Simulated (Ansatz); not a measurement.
`CBCl` + `C[SiH2]N` → `CBN[SiH2]C` + HCl at 400 K and 1 bar (ligand exchange at a B–Cl bond).

Calculated with Ansatz (gas phase, PBE0-D4/def2-TZVP geometries, no zero-point term in ΔE). CCSD(T)/CBS is the MP2 limit (def2-TZVPP, def2-QZVPP) plus CCSD(T) − MP2 in def2-TZVPP, frozen cores. This one scheme is used for every species. Each species was taken in one conformer, which may not be the lowest.

```json
{"species": "`CBCl`", "CCSD(T)/CBS energy (Eh)": "-525.07110", "H − E (kJ/mol)": "152.0", "S (J/(mol·K))": "307.7"}
{"species": "`C[SiH2]N`", "CCSD(T)/CBS energy (Eh)": "-386.08232", "H − E (kJ/mol)": "236.0", "S (J/(mol·K))": "334.0"}
{"species": "`CBN[SiH2]C`", "CCSD(T)/CBS energy (Eh)": "-450.78607", "H − E (kJ/mol)": "356.3", "S (J/(mol·K))": "406.8"}
{"species": "HCl", "CCSD(T)/CBS energy (Eh)": "-460.38127", "H − E (kJ/mol)": "29.6", "S (J/(mol·K))": "195.4"}
```

H − E and S are ideal-gas, rigid-rotor, harmonic terms from PBE0-D4/def2-TZVP, for one conformer and one mirror image of each species. 1 Eh = 2625.50 kJ/mol, R = 8.31446 J/(mol·K).

**Question.** By hand: ΔE, ΔH, ΔS and ΔG.

**Answer.** ΔE = (-450.78607) + (-460.38127) − (-525.07110) − (-386.08232) = -0.01392 Eh = -36.5 kJ/mol. Δ(H − E) = 356.3 + 29.6 − 152.0 − 236.0 = -2.1, so ΔH = -38.6 kJ/mol. ΔS = 406.8 + 195.4 − 307.7 − 334.0 = -39.5 J/(mol·K). ΔG = -38.6 − 400 × (-39.5)/1000 = -22.8 kJ/mol.

**Question.** By hand: the equilibrium constant, and the temperature at which ΔG would vanish if ΔH and ΔS stayed fixed.

**Answer.** log₁₀ K = −ΔG/(RT ln 10) = 3.0. ΔG = 0 at ΔH/ΔS = 977 K.

TΔS isn't small against ΔH here. A doubt of 5 kJ/mol in ΔE shifts log₁₀ K by 0.7 here. Other conformers and mirror images would add mixing entropy, several J/(mol·K) or more a flexible species. Modes under 60 cm⁻¹, often nearly free rotors, make the harmonic entropy too high. These are equilibria of isolated gas molecules and say nothing of rates. Largest T1 diagnostic: 0.011 (customary marks: 0.02 for closed shells, 0.045 for open ones).
